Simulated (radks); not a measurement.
Results of a calculation; reference values are marked as such.
Q: The potassium anion K-, [Ar] 4s2, held by a Watson sphere: a shell of charge +1 at radius R that stands for the Madelung well of a crystal (potential energy -1/R inside, -1/r outside, in hartree with lengths in bohr). Level of theory: scalar-relativistic Kohn-Sham, r2SCAN, spin-polarised, spherical densities, finite nucleus; meta-GGA in the generalised Kohn-Sham scheme; Fermi nuclear charge, rms radius of each element as measured or else 0.836 A^(1/3) + 0.57 fm (a radial shooting solver on a logarithmic mesh with Libxc functionals).

| R (bohr) | e(3s) (eV) | e(3p) (eV) | e(4s) (eV) | <r> 4s (bohr) | sum of <r^2> (bohr^2) | X-ray form factor at sin(theta)/lambda = 0.2 1/angstrom |
|---|---|---|---|---|---|---|
| 2.8 | -38.697 | -21.435 | -3.615 | 4.350 | 62.91 | 13.660 |
| 2.93 | -38.406 | -21.145 | -3.594 | 4.381 | 63.51 | 13.659 |
| 3.28 | -37.767 | -20.504 | -3.520 | 4.477 | 65.38 | 13.661 |
| 3.76 | -37.157 | -19.884 | -3.395 | 4.631 | 68.45 | 13.671 |
| 3.94 | -36.985 | -19.710 | -3.342 | 4.693 | 69.71 | 13.676 |
| 5.21 | -36.277 | -18.982 | -2.953 | 5.136 | 79.44 | 13.710 |

Estimate the row for R = 2.38 bohr.

A: e(3s) (eV) -39.887; e(3p) (eV) -22.601; e(4s) (eV) -3.664; <r> 4s (bohr) 4.277; sum of <r^2> (bohr^2) 61.39; X-ray form factor at sin(theta)/lambda = 0.2 1/angstrom 13.677.
